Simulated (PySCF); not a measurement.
Species: C₉H₁₀O₂.
Geometry (PBE0-D3(BJ)/def2-SVP, Å), atoms numbered from 1 in this order:
```
atom  x, y, z in Å
C1    -1.3776    1.9690    0.7719
C2    -1.5048    0.6420    0.7370
C3    -1.2010   -0.2129   -0.4615
C4    -2.2501   -1.2402   -0.7857
C5    -1.7024   -2.4732   -0.7612
C6    -0.2847   -2.3810   -0.4142
C7     0.0135   -1.0775   -0.2429
O8     1.2126   -0.6069    0.2024
C9     1.7339    0.5438   -0.2985
C10    2.9396    0.9465    0.4912
O11    1.2733    1.1309   -1.2356
H12   -1.0434    2.5317   -0.1051
H13   -1.6010    2.5354    1.6798
H14   -1.8276    0.0965    1.6318
H15   -1.0227    0.4339   -1.3385
H16   -3.2818   -0.9816   -1.0236
H17   -2.2195   -3.4097   -0.9765
H18    0.4093   -3.2142   -0.3059
H19    2.6133    1.2848    1.4866
H20    3.6084    0.0879    0.6405
H21    3.4599    1.7621   -0.0223
```

Theory: TDDFT CAM-B3LYP/def2-SVPD, vertical, gas phase, core orbitals frozen in the response in PySCF.

Frontier orbitals with the atoms that hold most of them (Löwdin shares over 4%, at most four atoms; ? is withheld):

```
orbital  ε (eV)                           atoms
 HOMO-3  -10.25  C5 17%, O11 17%, C6 16%, C4 9%
 HOMO-2   -9.67   O11 47%, C5 8%, O8 7%, C10 6%
 HOMO-1   -9.06    C1 34%, C2 32%, C3 7%, C7 4%
   HOMO   -7.49                               ?
   LUMO    0.18                               ?
 LUMO+1    1.12  C2 27%, C1 27%, H13 6%, H12 6%
 LUMO+2    1.31   C10 18%, C1 14%, O8 8%, C9 8%
```

(1) Which atoms hold the LUMO, and with what shares?

(2) Which atoms hold the HOMO, and with what shares?

(3) The HOMO–LUMO gap is 7.68 eV. Where does the response calculation put the lowest singlet, and from which orbitals?

(4) Give energy, strength and leading configuration of S1, S3 and S5, and follow the Löwdin shares of the leading atoms from the occupied to the empty orbital.

Results:

(1) C7 (bonded to 2 C and O) 15%; C4 (bonded to 2 C and H) 14%; C6 (bonded to 2 C and H) 14%; C5 (bonded to 2 C and H) 13%.

(2) C4 (bonded to 2 C and H) 24%; C7 (bonded to 2 C and O) 20%; C6 (bonded to 2 C and H) 17%; C5 (bonded to 2 C and H) 15%.

(3) S1 is at 4.69 eV (f = 0.117), 2.99 eV below the gap, made of HOMO→LUMO (97%). 

(4) 
- S1 (4.69 eV, f 0.117), HOMO→LUMO (97%): C4 24% → 14%, C7 20% → 15%
- S3 (5.88 eV, f 0.083), HOMO→LUMO+1 (80%): C4 24% → at most 6%, C7 20% → at most 6%, C2 at most 16% → 27%, C1 at most 16% → 27%
- S5 (6.26 eV, f 0.0089), HOMO-1→LUMO (87%): C1 34% → at most 13%, C2 32% → at most 13%, C7 4% → 15%, C4 at most 5% → 14%

Löwdin shares depend on the basis, the more so with diffuse functions.

One conformer stands for the species.
